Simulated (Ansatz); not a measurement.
Conformers and stereoisomers of CH6F2O2Si2 (`O[SiH](F)C[SiH](O)F`), each relaxed with PBE0-D4/def2-TZVP in Ansatz. CBS adds the triple-zeta coupled-cluster correction to the MP2 limit.

Not all of them had a frequency check.

Conformer A:

Cartesian coordinates in Å:
```
O -0.849 -0.080 -1.661
Si 0.328 -1.027 -1.000
F -0.028 -2.558 -1.286
C 0.309 -0.675 0.808
Si 0.107 1.124 1.246
O -1.237 1.739 0.570
F 1.417 1.869 0.704
H -0.973 -0.097 -2.611
H 1.627 -0.786 -1.664
H -0.530 -1.225 1.252
H 1.229 -1.064 1.258
H 0.033 1.383 2.697
H -1.432 1.398 -0.313
```

Conformer B:

Z-matrix (Å, degrees):
```
Si
F 1 1.613
C 1 1.853 2 105.6
O 1 1.630 2 109.3 3 123.3
H 1 1.473 2 107.4 3 -122.3
Si 3 1.860 1 114.9 2 -44.6
H 3 1.096 1 108.6 2 -167.6
H 3 1.097 1 109.0 2 76.0
H 4 0.958 1 119.8 2 -70.8
O 6 1.627 3 111.5 1 59.0
F 6 1.600 3 106.4 1 -62.1
H 6 1.475 3 114.0 1 179.8
H 10 0.961 6 116.9 3 -42.0
```

(1) Which is lowest in electronic energy at CCSD(T)/CBS (frozen core, def2 sets), and by how much? (Best estimate.)

(2) Give the energies relative to A (kJ/mol) with B3LYP-D4/def2-TZVPP, ωB97X-V/def2-TZVPP, B2PLYP/def2-TZVPP, PBE/def2-TZVPP, HF/def2-TZVPP, SCS-MP2/def2-TZVPP, CCSD/def2-TZVPP. (An estimate is asked.)

Results:

(1) Computed: A; B lies 8.4 kJ/mol higher.

(2) Computed: 
```json
{"level": "B3LYP-D4/def2-TZVPP", "B": "8.8"}
{"level": "ωB97X-V/def2-TZVPP", "B": "8.4"}
{"level": "B2PLYP/def2-TZVPP", "B": "8.1"}
{"level": "PBE/def2-TZVPP", "B": "8.1"}
{"level": "HF/def2-TZVPP", "B": "6.1"}
{"level": "SCS-MP2/def2-TZVPP", "B": "8.3"}
{"level": "CCSD/def2-TZVPP", "B": "8.3"}
```

B3LYP here is the variant with VWN-RPA as its local correlation; programs differ in this.
